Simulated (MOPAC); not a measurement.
A run for MOPAC: PM7 on CH2O2Se (a complex), monomers drawn apart or pushed together.

```
PM7 1SCF PRECISE CHARGE=0 THREADS=1
CH2O2Se

O      0.76179544 1     0.75362911 1    -0.39754174 1
C     -0.14043988 1     0.02530428 1    -0.41792510 1
O     -1.04047856 1    -0.70477047 1    -0.46225447 1
Se    -0.29636051 1     0.02596539 1     3.63977911 1
H     -0.59699796 1    -1.41317653 1     3.64927850 1
H      1.14837313 1    -0.23673935 1     3.71373532 1
```

The log:

```
*******************************************************************************
 **                                                                           **
 **                              MOPAC v23.2.5                                **
 **                                                                           **
 *******************************************************************************
 ** MOPAC's Digital Object Identifier: https://doi.org/10.5281/zenodo.6511958 **
 **                                                                           **
 ** Please cite the open-source release paper for use of this MOPAC version:  **
 ** J. E. Moussa and J. J. P. Stewart (2026)                                  **
 ** MOPAC: An open-source semiempirical molecular orbital program             **
 ** J. Open Source Softw., 11(119), 8025, https://doi.org/10.21105/joss.08025 **
 *******************************************************************************

                              PM7 CALCULATION RESULTS

 *******************************************************************************
 *  PM7        - The PM7 Hamiltonian to be used
 *
 *
 *
 *                 CHARGE ON SYSTEM = 0
 *
 *
 *
 *  PRECISE    - TIGHTER CRITERIA TO BE USED
 *  1SCF       - DO 1 SCF AND THEN STOP
 *  THREADS=1  - MULTI-THREADING NOT USED
 *  T=         - A TIME OF 172800.0 SECONDS REQUESTED
 *  DUMP=N     - RESTART FILE WRITTEN EVERY 7200.0 SECONDS REQUESTED
 *******************************************************************************
PM7 1SCF PRECISE CHARGE=0 THREADS=1
 CH2O2Se

   ATOM   CHEMICAL          X               Y               Z
  NUMBER   SYMBOL      (ANGSTROMS)     (ANGSTROMS)     (ANGSTROMS)

     1       O          0.76179544  *   0.75362911  *  -0.39754174  *
     2       C         -0.14043988  *   0.02530428  *  -0.41792510  *
     3       O         -1.04047856  *  -0.70477047  *  -0.46225447  *
     4      Se         -0.29636051  *   0.02596539  *   3.63977911  *
     5       H         -0.59699796  *  -1.41317653  *   3.64927850  *
     6       H          1.14837313  *  -0.23673935  *   3.71373532  *



          CARTESIAN COORDINATES

    NO.       ATOM           X           Y           Z

     1         O          0.7618      0.7536     -0.3975
     2         C         -0.1404      0.0253     -0.4179
     3         O         -1.0405     -0.7048     -0.4623
     4        Se         -0.2964      0.0260      3.6398
     5         H         -0.5970     -1.4132      3.6493
     6         H          1.1484     -0.2367      3.7137

 General Reference for PM7:
 "Optimization of Parameters for Semiempirical Methods VI: More Modifications to the
 NDDO Approximations and Re-optimization of Parameters", J. J. P. Stewart, J. Mol. Mod., 1:32, 19 (2013)
 https://link.springer.com/article/10.1007/s00894-012-1667-x

           Empirical Formula: C H2 O2 Se  =     6 atoms



      MOLECULAR POINT GROUP   :   Cs


      RHF CALCULATION, NO. OF DOUBLY OCCUPIED LEVELS = 12


 -------------------------------------------------------------------------------
 PM7 1SCF PRECISE CHARGE=0 THREADS=1
 CH2O2Se



     1SCF WAS SPECIFIED, SO BFGS WAS NOT USED
     SCF FIELD WAS ACHIEVED


                              PM7 CALCULATION
                                                       MOPAC v23.2.5 Linux




          FINAL HEAT OF FORMATION =        -92.41941 KCAL/MOL =    -386.68282 KJ/MOL


          COSMO AREA              =        120.47 SQUARE ANGSTROMS
          COSMO VOLUME            =        101.81 CUBIC ANGSTROMS

          IONIZATION POTENTIAL    =          8.395248 EV
          HOMO LUMO ENERGIES (EV) =         -8.395  0.662
          NO. OF FILLED LEVELS    =         12
          MOLECULAR WEIGHT        =        124.9856         POINT GROUP:  Cs

          MOLECULAR DIMENSIONS (Angstroms)

            Atom       Atom       Distance
            H     5    O     1     4.78729
            H     6    O     3     3.89556
            O     3   Se     4     1.03614


          SCF CALCULATIONS        =          1





   ATOM   CHEMICAL          X               Y               Z
  NUMBER   SYMBOL      (ANGSTROMS)     (ANGSTROMS)     (ANGSTROMS)

     1       O          0.76179544  *   0.75362911  *  -0.39754174  *
     2       C         -0.14043988  *   0.02530428  *  -0.41792510  *
     3       O         -1.04047856  *  -0.70477047  *  -0.46225447  *
     4      Se         -0.29636051  *   0.02596539  *   3.63977911  *
     5       H         -0.59699796  *  -1.41317653  *   3.64927850  *
     6       H          1.14837313  *  -0.23673935  *   3.71373532  *

                             CARTESIAN COORDINATES

   1    O        0.761795440     0.753629110    -0.397541740
   2    C       -0.140439880     0.025304280    -0.417925100
   3    O       -1.040478560    -0.704770470    -0.462254470
   4   Se       -0.296360510     0.025965390     3.639779110
   5    H       -0.596997960    -1.413176530     3.649278500
   6    H        1.148373130    -0.236739350     3.713735320


           Empirical Formula: C H2 O2 Se  =     6 atoms



      MOLECULAR POINT GROUP   :   Cs


                  EIGENVALUES
 -34.30650 -32.82828 -24.07010 -20.95483 -17.43759 -17.42954 -16.10425 -12.75003
 -12.74552 -12.51901 -11.26497  -8.39525   0.66193   0.67106   1.05383   1.43129
   1.46627   4.77951


              NET ATOMIC CHARGES AND DIPOLE CONTRIBUTIONS

  ATOM NO.   TYPE          CHARGE      No. of ELECS.   s-Pop       p-Pop
    1          O          -0.325971        6.3260     1.87152     4.45445
    2          C           0.653082        3.3469     1.09969     2.24722
    3          O          -0.327375        6.3274     1.87149     4.45588
    4         Se          -0.061527        6.0615     1.93470     4.12682
    5          H           0.031093        0.9689     0.96891
    6          H           0.030698        0.9693     0.96930
 DIPOLE           X         Y         Z       TOTAL
 POINT-CHG.     0.171    -0.246     0.055     0.304
 HYBRID         0.661    -0.985     0.053     1.188
 SUM            0.832    -1.231     0.109     1.490


          ATOMIC ORBITAL ELECTRON POPULATIONS

     Atom    s        px        py        pz
    1  O   1.87152   1.35931   1.45638   1.63876
    2  C   1.09969   0.77090   0.75421   0.72211
    3  O   1.87149   1.36117   1.45636   1.63835
    4 Se   1.93470   1.05863   1.07104   1.99716
    5  H   0.96891
    6  H   0.96930

 **********************
 *                    *
 * JOB ENDED NORMALLY *
 *                    *
 **********************




 == MOPAC DONE ==
```

The run finished.

Cost: very roughly 0.03 core-seconds.
